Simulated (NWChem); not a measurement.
Molecule: C₂HCl₂, doublet; SMILES [C](=C\Cl)/Cl

In the optimisation the excess spin sits in a' (Cs, its own frame).

**Question.** Give the equilibrium geometry at PBE0/def2-SVP, spin-unrestricted (NWChem) as a Z-matrix, with the point group.

**Answer.** point group Cs; any orientation.
```
C
C 1 1.3199
H 1 1.0965 2 123.04
Cl 2 1.6647 1 134.28 3 0.00
Cl 1 1.7253 3 114.55 2 180.00
```
